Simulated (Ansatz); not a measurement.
Input file for Ansatz (an electronic-structure program): R-B3LYP-D3(BJ)/def2-TZVP on C6H4O2 (SMILES O=C1C=CC=CC1=O).

Ansatz 0.2 input:
```yaml
crystal:
  periodic: [false, false, false]
  atoms:
    - {symbol: O, position_ang: [1.53900000, 2.11630000, 0.57360000]}
    - {symbol: C, position_ang: [0.83880000, 1.14960000, 0.31160000]}
    - {symbol: C, position_ang: [-0.63790000, 1.25430000, 0.33380000]}
    - {symbol: C, position_ang: [-1.38840000, 0.18540000, 0.04420000]}
    - {symbol: C, position_ang: [-0.82190000, -1.09560000, -0.29700000]}
    - {symbol: C, position_ang: [0.49720000, -1.31230000, -0.34990000]}
    - {symbol: C, position_ang: [1.44050000, -0.21100000, -0.05090000]}
    - {symbol: O, position_ang: [2.64830000, -0.39190000, -0.09460000]}
    - {symbol: H, position_ang: [-1.05700000, 2.21890000, 0.59080000]}
    - {symbol: H, position_ang: [-2.47330000, 0.26310000, 0.06080000]}
    - {symbol: H, position_ang: [-1.51430000, -1.90520000, -0.51690000]}
    - {symbol: H, position_ang: [0.92900000, -2.27160000, -0.60550000]}
basis:
  gaussian:
    orbitals: def2-TZVP
hamiltonian:
  xc: b3lyp
  dispersion: d3bj
relax: {f_tol: 0.004, max_steps: 120}
scf: {lower_state_search: off}
```

Task: What total energy does the run end on?

Result: -381.6137 hartree.

Task: How many basis functions does it have, and what does it roughly cost on one machine?

Result: 272 functions; about 2.1 core-minutes (a rough figure).
